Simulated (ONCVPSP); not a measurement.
# Potentials for tungsten compared

Generated with ld1.x 7.5 (TM, RRKJ, ultrasoft, PAW), atompaw 4.2 or ONCVPSP 4.0.1. The cutoff is in Ry: for ld1.x and atompaw files where the sum of valence levels is converged to 10 mRy in a Bessel basis, for ONCV files where the hardest occupied wave has 1 mHa per electron of residual kinetic energy. The error is the largest all-electron minus pseudo excitation energy over each file’s own four to seven test configurations (ionisations up to +4, promotions, holes and added fractions of an electron), all of which were solved. The labels leave out finer settings (local radius, basis sizes, second energies), which also bear on the numbers. Spin-polarised tests are not counted. The rows are a selection from randomly drawn settings: files with unsolved tests, undetermined cutoffs or missed reference levels are left out.

```tsv
potential	cutoff (Ry)	largest error (meV)	bound ghosts
ONCV, PBE, fully relativistic, rc 1.45/1.85/1.95 (spd), local smoothed, core correction yes, reference 5s2 5p6 5d4 6s2, qcut 7.3/8.6/4.7, projectors 3/2/2	46	+13	none
ONCV, PBE, scalar-relativistic, rc 1.80/1.30/2.60/0.95 (spdf), local smoothed, core correction no, reference 4f14 5s2 5p6 5d4 6s2, qcut 8/6/6.7/21, projectors 3/3/1/2	342	-13	none
ONCV, Wu-Cohen, scalar-relativistic, rc 1.95/1.55/2.70/2.85 (spdf), local smoothed, core correction yes, reference 5s2 5p6 5d4 6s2, qcut 6.4/11/5.6/4, projectors 2/2/3/2	71	-13	none
ONCV, PBE, scalar-relativistic, rc 1.95/1.55/2.70 (spd), local smoothed, core correction yes, reference 5s2 5p6 5d4 6s1, qcut 5.7/8.8/4.8, projectors 2/2/1	54	-12	none
```

Q: Fill in the row for W: ONCV, PBEsol, scalar-relativistic, rc 1.45/2.40/2.50 (spd), local smoothed, core correction yes, reference 5s2 5p6 5d4 6s1.5 6p0.5, qcut 7.5/6.7/5.9, projectors 3/2/2.

A: cutoff 47 Ry, largest error -241 meV, bound ghosts: none.

Q: Fill in the row for W: ONCV, PBEsol, scalar-relativistic, rc 1.70/2.50/2.70 (spd), local smoothed, core correction yes, reference 5s2 5p6 5d4 6s1.5 6p0.5, qcut 8.9/4.6/7, projectors 2/2/3.

A: cutoff 48 Ry, largest error -6.5 meV, bound ghosts: none.

Q: Fill in the row for W: ONCV, LDA (Perdew-Zunger), scalar-relativistic, rc 1.55/2.25/1.42 (spd), local smoothed, core correction yes, reference 5s2 5p6 5d4 6s1 6p1, qcut 9.3/6.2/6.2, projectors 2/2/1.

A: cutoff 56 Ry, largest error -8.4 meV, bound ghosts: none.
